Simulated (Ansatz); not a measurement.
HO3S, SMILES [OH+]=S(=O)=O, charge +1.

The structure is a stationary point at PBE-D3(BJ)/def2-SVP. The isomer is the one that the SMILES or the coordinates give; other isomers of the formula were not compared.

Two levels are set side by side: PBE/def2-SVPD (Ansatz, an electronic-structure program) and PBE0/def2-SVPD (Ansatz). Energy differences of separate SCF runs at the same geometry; the states with an electron removed or added have multiplicity 2 and 2. Differences are taken from unrounded values.

```json
[
 {"quantity": "vertical ionisation energy (eV)", "PBE0": "20.82"},
 {"quantity": "vertical electron affinity (eV)", "PBE0": "8.01"},
 {"quantity": "vertical singlet–triplet gap (eV)", "PBE0": "4.60"}
]
```

Problem. What does PBE give, and how far is it from PBE0? (The exact figures need the calculation; the answer reports its results.)

Solution. 
```csv
quantity,PBE,PBE minus PBE0
vertical ionisation energy (eV),20.37,-0.46
vertical electron affinity (eV),7.79,-0.22
vertical singlet–triplet gap (eV),4.65,0.05
```
